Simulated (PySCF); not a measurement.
**Checking a proposed structure**

A compound C5H4F4 gives the data below (simulated from a calculation) and was assigned the structure `F/C=C/CC(F)=C(F)F`.

$^{13}$C{$^{1}$H} NMR (computed): δ 162.2 (C), 127.6 (C), 114.1 (C), 34.0 (CH2), 19.4 (CH2).

$^{1}$H NMR (500 MHz, computed): δ 2.80 (m, 2H), 2.29 (m, 2H).

A single conformation, averaged over atoms made equivalent by symmetry, fast rotation or ring inversion, non-relativistic, in vacuum. Coordinates at the GFN2-xTB level; shielding tensors at PBE0/pcSseg-1 (GIAO); PySCF 2.14.

Referencing at the same level of theory: $^{1}$H (σ = 31.72 ppm), $^{13}$C (σ = 186.93 ppm) against TMS.

Problem. Compare with the shifts computed for the proposed structure, pairing carbons in order of shift.

Solution. Numbering as in the mapped SMILES `[F:1]/[CH:2]=[CH:3]/[CH2:4][C:5]([F:6])=[C:7]([F:8])[F:9]`. Each H is labelled by its parent atom.

```tsv
atom	computed for proposal	given list	difference
C7	166.5	162.2	+4.3
C2	160.8	127.6	+33.2
C5	138.8	114.1	+24.7
C3	113.8	34.0	+79.8
C4	29.3	19.4	+9.9
```

The rms difference is 40.5 ppm and the largest +79.8 ppm at C3 (alkene CH). The carbon types in order of shift don't match either: C, CH, C, CH, CH2 for the proposal against C, C, C, CH2, CH2 in the data. The proposal doesn't fit.

Problem. Which isomer fits?

Solution. SMILES FC1=C(C(F)(F)F)CC1.

Carbon types of the structure: 3 × C, 2 × CH2, which accounts for all hydrogens. δC 162.2, 114.1: fully substituted alkene carbon; an sp2 carbon of a C=C bond. δC 127.6: CF3 carbon; 3 electronegative neighbours deshield it. δC 34.0, 19.4: allylic sp3 CH2; saturated and bonded to C and H only. δH 2.80, 2.29: hydrogen on an allylic sp3 CH2; allylic position.

This is the structure that produced the data.

Splittings by $^{19}$F in the carbon and heteronuclear signals aren't shown, as no couplings were computed. Shifts are as computed. Against solution values, carbons near 30 ppm lie about +3 ppm off and those near 130 ppm about +5 ppm. Of 1211 compounds with measured shifts, 218 miss one by over three times the rms of a fit or turn the order of signals round; such compounds aren't used in these exercises. Multiplicities follow the n + 1 count of equivalent neighbours, as no J values were calculated; m marks all less simple cases, F and P coupling included.
